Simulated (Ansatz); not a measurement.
Geometry optimisation, RKS PBE-D4/STO-3G in Ansatz.

input.yaml

```yaml
crystal:
  periodic: [false, false, false]
  atoms:
    - { symbol: C, position_ang: [-2.1809, 1.4469, -0.0465] }
    - { symbol: O, position_ang: [-1.0955, 1.1092, 0.6996] }
    - { symbol: Si, position_ang: [0.1749, 0.4617, -0.1085] }
    - { symbol: O, position_ang: [1.56967, 1.29235, 0.02521] }
    - { symbol: Si, position_ang: [2.2117, 1.08654, -1.44216] }
    - { symbol: Si, position_ang: [0.11072, 0.89397, -2.3552] }
    - { symbol: H, position_ang: [-2.6617, 0.6275, -0.5438] }
    - { symbol: H, position_ang: [-2.9287, 1.9372, 0.6206] }
    - { symbol: H, position_ang: [-1.9721, 2.274, -0.7589] }
    - { symbol: H, position_ang: [0.36827, -0.96648, 0.21868] }
    - { symbol: H, position_ang: [2.94208, 2.28861, -1.91018] }
    - { symbol: H, position_ang: [2.98634, -0.1704, -1.50363] }
    - { symbol: H, position_ang: [-0.52, 2.20063, -2.73231] }
    - { symbol: H, position_ang: [-0.10283, -0.2301, -3.2828] }
basis:
  gaussian: { orbitals: STO-3G }
hamiltonian:
  xc: pbe
  dispersion: d4
relax:
  f_tol: 0.015
  max_steps: 40
output:
  orbitals: {}
```

Run as:

```bash
$ ansatz run input.yaml --threads 1 --pin off --max-ram 2048MiB --backend cpu --events-out ev --progress --plain --runs-dir out
```

Q: Where does it end, and by what steps?

A: It converged. Limits of this set-up: minimal basis. After 20 steps the energy has fallen by 1.728 eV; H7 moved furthest, 1.64 Å.

```tsv
step	energy less start (eV)	largest force component (eV/Å)	accepted
0	0.0000	5.100	yes
1	-1.1067	2.286	yes
2	-1.4349	0.665	yes
3	-1.4790	0.438	yes
4	-1.5032	0.184	yes
5	-1.5324	0.186	yes
6	-1.5436	0.548	yes
7	-1.5751	0.492	yes
8	-1.6327	0.203	yes
9	-1.6631	0.144	yes
10	-1.6897	0.074	yes
11	-1.7000	0.373	yes
12	-1.7078	0.281	yes
13	-1.7172	0.124	yes
14	-1.7223	0.123	yes
15	-1.7261	0.073	yes
16	-1.7270	0.035	yes
17	-1.7275	0.066	yes
18	-1.7280	0.036	yes
19	-1.7281	0.021	yes
20	-1.7282	0.010	yes
```

```xyz
14
Properties=species:S:1:pos:R:3
C -1.775 1.905 0.135
O -1.550 0.497 0.494
Si -0.136 -0.113 -0.310
O 1.263 0.861 0.095
Si 1.803 1.415 -1.490
Si 0.181 0.243 -2.546
H -1.988 2.059 -0.956
H -2.669 2.254 0.700
H -0.921 2.578 0.406
H -0.050 -1.457 0.270
H 1.763 2.879 -1.562
H 3.201 1.030 -1.706
H -0.824 0.993 -3.292
H 0.604 -0.893 -3.357
```

Whether the end is a true minimum wasn't checked by a vibrational analysis.

Run time: 86 s on 1 thread of Arm Neoverse V1, on a shared host, peak memory 0.14 GiB.
